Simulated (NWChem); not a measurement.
System: Si2H3Cl3; SMILES Cl[SiH](Cl)[SiH2]Cl

```xyz
8

Si     0.7544    -1.2496    -0.5601
Cl    -0.3709    -2.8411     0.1476
Si    -0.0049     0.7018     0.4827
Cl     1.2056     2.2426    -0.1823
Cl    -1.9561     1.0488    -0.0921
H      0.5739    -1.1303    -2.0338
H      2.1897    -1.4899    -0.2373
H      0.0413     0.6810     1.9679
```
Atoms are numbered in this order, from 1.

Program: NWChem. Coordinates come from a PBE0/def2-SVP optimisation. Level: M06-2X/def2-SVP with SMD (1 M gas to 1 M solution), gas-phase geometry. Reactions with the solvent are ignored.

Problem. Predict the results for solvent tetrahydrofuran. Quantities: solvation free energy (kcal/mol); cavity-dispersion-structure term (kcal/mol); dipole in solution (D).

Solution. solvation free energy (kcal/mol): -4.1
cavity-dispersion-structure term (kcal/mol): -2.3
dipole in solution (D): 1.60
